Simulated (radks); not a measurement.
Initial-state core-level shifts of the cadmium ion Cd+ when its valence configuration changes from [Kr] 4d10 5s1. Method: Dirac Kohn-Sham, PBE, spin-unpolarised, spherical densities, finite nucleus; open shells fill j = l - 1/2 first; Fermi nuclear charge, rms radius 4.6087 fm; computed with a radial shooting solver on a logarithmic mesh with Libxc functionals. Shifts are changes of the shell-averaged eigenvalues in eV (positive: less bound); the change of the density at the nucleus, which sets a Mossbauer isomer shift, is in e/bohr^3, on a base of 1.595e+05.

valence,2p,3p,3d,4p,density at nucleus
4d9 5s1 5p1,-7.050,-6.958,-6.989,-6.225,+9.15
4d8 5s1 5p2,-14.394,-14.144,-14.218,-12.426,+19.63
4d10 5p1,-1.438,-1.461,-1.457,-1.492,-26.60
4d10 5s0.5 5p0.5,-0.731,-0.742,-0.740,-0.758,-13.03
4d9 5p2,-8.364,-8.295,-8.322,-7.570,-21.69
4d9 5s2,-5.664,-5.551,-5.584,-4.808,+37.97
4d7 5s2 5p2,-20.849,-20.350,-20.480,-17.424,+69.02
4d8 5s2 5p1,-13.120,-12.850,-12.925,-11.141,+52.88
4d7 5s1 5p3,-22.250,-21.769,-21.897,-18.815,+31.01
